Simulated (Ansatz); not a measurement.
One change: `OBOCO` becomes `NCOCO`.

Ansatz, PBE0-D4/def2-TZVP geometries, multiplicity 1. Each molecule was computed in one conformer, which needn't be the lowest.

```tsv
property	`OBOCO`
size of the dipole moment (PBE/def2-TZVPP) / D	0.58
LUMO energy (B3LYP/def2-TZVPP) / eV	0.48
HOMO–LUMO gap (PBE/def2-TZVPP) / eV	6.76
HOMO energy (ωB97M-V/def2-TZVPP) / eV	-11.14
HOMO–LUMO gap (PBE0/def2-TZVPP) / eV	9.44
HOMO energy (PBE0/def2-TZVPP) / eV	-8.68
```

Give the same properties after the change, and the shifts. (Best estimate.)

The calculation gave: 
```json
{"property": "size of the dipole moment (PBE/def2-TZVPP) / D", "`NCOCO`": "3.03", "shift": "2.45"}
{"property": "LUMO energy (B3LYP/def2-TZVPP) / eV", "`NCOCO`": "0.60", "shift": "0.12"}
{"property": "HOMO–LUMO gap (PBE/def2-TZVPP) / eV", "`NCOCO`": "5.93", "shift": "-0.83"}
{"property": "HOMO energy (ωB97M-V/def2-TZVPP) / eV", "`NCOCO`": "-9.71", "shift": "1.43"}
{"property": "HOMO–LUMO gap (PBE0/def2-TZVPP) / eV", "`NCOCO`": "8.29", "shift": "-1.15"}
{"property": "HOMO energy (PBE0/def2-TZVPP) / eV", "`NCOCO`": "-7.31", "shift": "1.37"}
```

With PBE0 the HOMO rises by 1.37 eV and the LUMO rises by 0.22 eV, so the gap narrows by about 1.15 eV. PBE moves the HOMO by 1.20 eV and ωB97M-V by 1.43 eV. Dipoles are sizes alone; their direction can turn.

B3LYP here is the variant with VWN-RPA as its local correlation; programs differ in this.
